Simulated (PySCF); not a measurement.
## P⁺: ionisation energy

P⁺ [Ne] 3s2 3p2 (3P) → P²⁺ [Ne] 3s2 3p1 (2P), as a difference of total energies. All numbers are calculated (PySCF 2.14, scalar relativity by spin-free X2C-1e, in aug-cc-pCVQZ-DK). Correlated levels: valence: [Ne] frozen; valence and next inner shell: 1s2 frozen; nothing frozen. The calculations carry no spin-orbit coupling.

```tsv
method	ionisation energy (eV)
UHF	19.156
LDA	19.811
PBE	19.771
PBE0	19.808
r2SCAN	19.931
r2SCANh	19.922
PW91	19.828
M06-2X	19.587
MP2 (valence)	19.647
MP2 (valence and next inner shell)	19.679
SCS-MP2 (valence and next inner shell)	19.585
MP2 (all electrons)	19.682
```

Estimate what SCS-MP2 (valence) gives.

19.555 eV, closest to SCS-MP2 (valence and next inner shell) among the rows shown.

Estimate what SCS-MP2 (all electrons) gives.

19.587 eV, closest to M06-2X among the rows shown.

A first-order spin-orbit estimate (lowest level to lowest level, LS coupling) adds -0.007 eV.

For comparison: 19.769 eV (semi-empirical (NIST evaluation); NIST Atomic Spectra Database, ionization energies).
